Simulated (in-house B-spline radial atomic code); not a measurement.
Whole-atom quantities along the 14-electron series, configuration [Ne] 3s2 3p2. Breit and QED terms are first order and not part of the total energy; the density at the nucleus is averaged over the nuclear charge. Computed with an all-electron radial atomic-structure program (B-spline basis): Dirac-Hartree-Fock, average of the configuration, finite nuclei.

```
  ion   Z  E/Z² (Eh)  Σ<r²> (bohr²)  n(0)/Z³ (bohr⁻³)  Lamb diamagnetic shielding (ppm)  repulsion over attraction  Breit energy (eV)  self-energy (eV)  vacuum polarisation (eV)  Dirac less non-relativistic energy (Eh)
Nb27+  41    -1.9669        0.85614            1.1708                           3124.59                   0.065409             54.918            45.495                    -5.049                                  -63.345
Mo28+  42    -1.9755        0.80645            1.1979                           3213.07                   0.063895             59.376            49.476                   -5.5816                                  -70.189
Tc29+  43          ?              ?                 ?                                 ?                          ?                  ?                 ?                         ?                                        ?
Ru30+  44    -1.9922        0.71895            1.2585                           3391.69                   0.061054             69.021            58.187                   -6.7799                                  -85.574
Rh31+  45    -2.0002        0.68031            1.2914                           3481.87                   0.059721             74.223            62.935                    -7.451                                   -94.18
Pd32+  46    -2.0081        0.64461            1.3249                           3572.66                    0.05844             79.687            67.961                   -8.1738                                  -103.44
Ag33+  47          ?              ?                 ?                                 ?                          ?                  ?                 ?                         ?                                        ?
Cd34+  48    -2.0235        0.58089            1.3961                           3756.15                   0.056024             91.432            78.885                   -9.7875                                  -124.05
In35+  49    -2.0309         0.5524            1.4353                            3848.9                   0.054884             97.728            84.806                   -10.686                                  -135.48
```

Question: Fill in the row of Tc29+.

Answer: E/Z² (Eh): -1.984; Σ<r²> (bohr²): 0.76087; n(0)/Z³ (bohr⁻³): 1.2286; Lamb diamagnetic shielding (ppm): 3302.1; repulsion over attraction: 0.062445; Breit energy (eV): 64.075; self-energy (eV): 53.704; vacuum polarisation (eV): -6.1579; Dirac less non-relativistic energy (Eh): -77.589.

Question: Fill in the row of Ag33+.

Answer: E/Z² (Eh): -2.0159; Σ<r²> (bohr²): 0.61155; n(0)/Z³ (bohr⁻³): 1.3608; Lamb diamagnetic shielding (ppm): 3664.08; repulsion over attraction: 0.057209; Breit energy (eV): 85.421; self-energy (eV): 73.274; vacuum polarisation (eV): -8.9517; Dirac less non-relativistic energy (Eh): -113.38.

Question: With what power of Z does the column «Breit energy (eV)» change over this range?

Answer: A fit of the logarithm of its size against log Z from Z = 41 to 49 has slope 3.23.
